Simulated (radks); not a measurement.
Trend from K to Kr: ionisation energy by Delta-SCF between NIST ground configurations, and size. Method: scalar-relativistic Kohn-Sham, r2SCAN, spin-polarised, spherical densities, finite nucleus; open shells are filled with parallel spins first; meta-GGA in the generalised Kohn-Sham scheme; Fermi nuclear charge, rms radius of each element as measured or else 0.836 A^(1/3) + 0.57 fm; computed with a radial shooting solver on a logarithmic mesh with Libxc functionals.

species      configuration  configuration of the ion  IE (eV)  NIST (eV)  kind  outermost  <r> outermost (bohr)  r at 0.001 e/bohr^3 (bohr)
K                 [Ar] 4s1                      [Ar]    4.269      4.341  exp.         4s                  4.97                        4.46
Ca                [Ar] 4s2                  [Ar] 4s1    5.832      6.113  exp.         4s                  4.08                        5.13
Sc            [Ar] 3d1 4s2              [Ar] 3d1 4s1    6.185      6.561  exp.         4s                  3.86                        5.00
Ti            [Ar] 3d2 4s2              [Ar] 3d2 4s1    6.426      6.828  exp.         4s                  3.71                        4.88
V             [Ar] 3d3 4s2                  [Ar] 3d4    5.553      6.746  exp.         4s                  3.59                        4.77
Cr            [Ar] 3d5 4s1                  [Ar] 3d5    7.355      6.767  exp.         4s                  3.28                        4.40
Mn            [Ar] 3d5 4s2              [Ar] 3d5 4s1    6.946      7.434  exp.         4s                  3.40                        4.58
Fe            [Ar] 3d6 4s2              [Ar] 3d6 4s1    7.652      7.902  exp.         4s                  3.16                        4.49
Co            [Ar] 3d7 4s2                  [Ar] 3d8    7.902      7.881  exp.         4s                  2.99                        4.40
Ni            [Ar] 3d8 4s2                  [Ar] 3d9    6.992      7.640  exp.         4s                  2.86                        4.32
Cu           [Ar] 3d10 4s1                 [Ar] 3d10    8.257      7.726  exp.         4s                  2.90                        4.09
Zn           [Ar] 3d10 4s2             [Ar] 3d10 4s1    9.411      9.394  exp.         4s                  2.65                        4.19
Ga       [Ar] 3d10 4s2 4p1             [Ar] 3d10 4s2    5.850      5.999  exp.         4p                  3.30                        4.41
Ge       [Ar] 3d10 4s2 4p2         [Ar] 3d10 4s2 4p1    8.161      7.899  exp.         4p                  2.81                        4.43
As       [Ar] 3d10 4s2 4p3         [Ar] 3d10 4s2 4p2   10.282      9.789  exp.         4p                  2.49                        4.33
Se       [Ar] 3d10 4s2 4p4         [Ar] 3d10 4s2 4p3    9.285      9.752  exp.         4p                  2.33                        4.25
Br       [Ar] 3d10 4s2 4p5         [Ar] 3d10 4s2 4p4   11.984     11.814  exp.         4p                  2.11                        4.13
Kr                    [Kr]         [Ar] 3d10 4s2 4p5   14.435     14.000  exp.         4p                  1.93                        4.01

Reference values: NIST Atomic Spectra Database (measured). Open shells are spherical and high-spin; term and fine-structure splittings are not resolved.
